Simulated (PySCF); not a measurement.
## Diatomics of Li with the halogens

PBE0 with triple-zeta basis sets in PySCF, for the lowest determinant that a PBE0 search found; no spin–orbit coupling. De refers to high-spin ground-configuration atoms. A positive dipole means M(−)Li(+).

| M | basis | state (unpaired electrons) | Re (Å) | ωe (cm⁻¹) | De (eV) | μ (D) |
| --- | --- | --- | --- | --- | --- | --- |
| F | x2c-TZVPPall | singlet (closed shell) | 1.565 | 922 | 5.61 | 6.18 |
| Br | x2c-TZVPPall | singlet (closed shell) | 2.168 | 567 | 4.22 | 7.04 |
| I | def2-TZVPP | singlet (closed shell) | 2.390 | 501 | 3.67 | 7.22 |

The shortest bond is that of LiF (1.565 Å), the longest that of LiI (2.390 Å). LiF is bound most strongly (5.61 eV) and LiI least (3.67 eV).

The rows differ in basis set, which adds steps of its own.

Down a group the atoms grow and get heavier, so bonds lengthen and wavenumbers fall; this series shows no clear exception.

These are scalar-relativistic numbers at best; spin–orbit coupling would shift them, the dissociation energy most.
